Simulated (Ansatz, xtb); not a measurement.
## Redistribution: CBr2Cl2 + CH3I → CHBrCl2 + CH2BrI

Species: CBr2Cl2 (dibromodichloromethane) `ClC(Cl)(Br)Br`, singlet; CH3I (methyl iodide) `CI`, singlet; CHBrCl2 (bromodichloromethane) `ClC(Cl)Br`, singlet; CH2BrI (bromoiodomethane) `BrCI`, singlet. The partners trade Br for H; both sit on C, so the bond types are kept.

Shapes, held fixed at every level: PBE0-D4/def2-TZVP. Programs: Ansatz 0.2.0, xtb 6.7.1. The zero-point and thermal change to 298 K, harmonic and unscaled (PBE0-D4/def2-TZVP), is +3.7 kJ/mol.

```csv
level,kind,ΔH(298 K) (kJ/mol),less CCSD(T)/def2-TZVPP,CPU time (sum over the molecules)
GFN1-xTB,semi-empirical,+16.2,+36.6,0.23 s
SPW92/def2-TZVPP,LDA,-13.6,+6.8,14 s
PBE-D4/def2-TZVPP,GGA,-16.7,+3.7,20 s
r2SCAN-D4/def2-TZVPP,meta-GGA,-18.3,+2.1,42 s
BHLYP-D4/def2-TZVPP,global hybrid,-24.5,-4.1,33 s
B2PLYP/def2-TZVPP,double hybrid,-21.9,-1.5,49 s
MP2/def2-SVP,perturbation theory,-8.4,+12.0,–
MP2/def2-TZVPP,perturbation theory,-14.2,+6.2,–
CCSD(T)/def2-TZVPP,coupled cluster or CI,-20.4,0.0,4.9 min
```

The highest level, CCSD(T)/def2-TZVPP, gives ΔH(298 K) = -20.4 kJ/mol; the levels span -24.5 to +16.2. They disagree on the sign: 1 of 9 are positive. The column of differences is taken from that level and isn't an error. No measured value is set beside it here. For atoms past krypton def2 sets carry core potentials with scalar relativity. Relativity is left out for Br unless named. Correlated rows may include outer-core shells of Br, I, which these sets cover unevenly. Times are processor times on shared x86 and Arm servers, and rough.
